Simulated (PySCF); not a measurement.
Be(H)(Br), SMILES [BeH][Br], B3LYP/def2-SVP optimised geometry.

```
3

Be    -0.32     0.00     0.00
H     -1.65     0.00     0.00
Br     1.65     0.00     0.00
```

Density from B3LYP/def2-TZVP in PySCF 2.14.0 at that geometry.

Minimum of the electron density along straight lines between bonded atoms, close to the bond critical point (lines longer than 1.1 times the sum of covalent radii, or with two minima, are not listed):

| bond | length / Å | ρ at the minimum / e bohr⁻³ | ∇²ρ there / e bohr⁻⁵ | position (fraction from the first atom) |
|---|---|---|---|---|
| Be1–H2 | 1.322 | 0.094 | 0.28 | 0.43 |
| Be1–Br3 | 1.969 | 0.075 | 0.27 | 0.30 |
